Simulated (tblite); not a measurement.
Compound: C5H11NOSi (charge +1 and doublet state).
Z-matrix (Å and degrees, GFN2-xTB geometry), rows numbered from 1:
```
C 
C   1  1.5318
C   2  1.5372  1  111.46
C   3  1.5166  2  110.50  1    78.55
Si  4  1.9387  3  101.91  2    39.49
N   2  1.4404  1  111.83  3   117.36
C   6  1.3520  2  118.08  1    74.96
O   7  1.1972  6  126.76  2    11.11
H   1  1.0871  2  110.85  3   -57.57
H   1  1.0860  2  110.12  3    63.43
H   1  1.0888  2  108.90  3  -178.06
H   2  1.0988  1  107.44  3  -124.43
H   3  1.0922  2  108.79  1   -42.59
H   3  1.0915  2  108.26  1  -161.18
H   4  1.0868  3  112.34  2   158.58
H   4  1.0891  3  112.26  2   -79.41
H   5  1.4546  4  117.29  3  -133.85
H   5  1.4628  4  108.61  3    85.33
H   7  1.1086  6  111.16  2  -168.38
```

Method: GFN2-xTB as coded in tblite; computed harmonic values from a numerical Hessian at the method's own geometry, unscaled. This tight-binding method is rough: wavenumbers can miss measured ones by several per cent, in bad cases by 10 to 20. Modes of hydrogen on silicon can be 10 to 20 % off. One conformer, not necessarily the lowest. Open shells enter through the occupations alone, without spin polarisation, and single modes of such species can be off by tens of per cent.

Harmonic wavenumbers (cm⁻¹): 51.0, 113.2, 144.3, 170.4, 221.1, 250.8, 322.2, 334.6, 383.6, 396.3, 475.6, 502.2, 538.0, 590.0, 640.1, 702.4, 727.1, 740.9, 855.2, 894.0, 897.4, 934.4, 980.5, 992.4, 1006.7, 1044.0, 1076.2, 1086.5, 1127.6, 1190.9, 1204.5, 1258.3, 1282.8, 1289.2, 1380.1, 1394.5, 1425.6, 1447.3, 1460.6, 1707.2, 2264.5, 2357.6, 2733.6, 2892.8, 2965.1, 2984.6, 3003.1, 3026.7, 3027.7, 3047.7, 3063.9.

A = 2503, B = 1547, C = 1115 MHz; mass 129.061 u (most abundant isotopes); point group C1, symmetry number 1; spin multiplicity 2.

Question: Zero-point energy?

Answer: Half the sum of the wavenumbers: 32303 cm⁻¹ = 386.43 kJ/mol.

Question: What is S at 298.15 K and 1 bar for an ideal gas of classical rigid rotors and harmonic oscillators?

Answer: Translation 169.47, rotation 120.08, vibration 110.50, spin (R ln 2) 5.76: S = 405.8 J/(mol K).

Question: And Cp and H(298.15 K) − H(0)?

Answer: Cp = 164.49 J/(mol K), of which vibrations give 131.23 (their classical limit is 51 R = 424.0); H(298.15 K) − H(0) = 28.44 kJ/mol without the zero-point energy, 18.53 from vibrations.

Question: Which modes carry the vibrational entropy at 298.15 K?

Answer: 51.0 cm⁻¹: 19.99; 113.2 cm⁻¹: 13.44; 144.3 cm⁻¹: 11.49; 170.4 cm⁻¹: 10.17; 221.1 cm⁻¹: 8.16; 250.8 cm⁻¹: 7.22 J/(mol K); the other 45 give 40.03 together.

Question: What must be added to the electronic energy to get the Gibbs energy at 298.15 K and 1 bar?

Answer: ZPE + [H(298.15 K) − H(0)] − T·S = 386.43 + 28.44 − 120.99 = 293.88 kJ/mol.

Question: Blend soft modes into free rotors: weight 1/[1 + (100 cm⁻¹/ν̃)⁴] for the oscillator and the rest for a rotor with moment μB/(μ + B), μ = h/(8π²ν), B = 10⁻⁴⁴ kg m². What vibrational entropy results?

Answer: 104.69 J/(mol K) in place of 110.50, which changes −T·S at 298.15 K by +1.73 kJ/mol.

Question: How do the functions run with temperature in this model?

Answer: 
| T (K) | S (J/(mol K)) | Cp (J/(mol K)) | H − H(0) (kJ/mol) | G − H(0) (kJ/mol) | ln q(vib) |
| --- | --- | --- | --- | --- | --- |
| 50 | 244.4 | 48.8 | 1.95 | -10.27 | 0.33 |
| 100 | 285.4 | 72.4 | 4.98 | -23.57 | 1.19 |
| 373.15 | 446.3 | 197.3 | 42.03 | -124.52 | 7.72 |
| 500 | 510.8 | 243.8 | 70.13 | -185.28 | 10.98 |
| 750 | 622.7 | 307.5 | 139.67 | -327.38 | 17.29 |
| 1000 | 717.2 | 348.6 | 222.03 | -495.19 | 23.20 |

q(vib) and H(0) count from the zero-point level.

Hindered rotation and anharmonicity are outside this model. Other conformers, if any are populated, would add a mixing term that is left out. The structure is chiral; the term R ln 2 for an equal mix with its mirror image is left out.
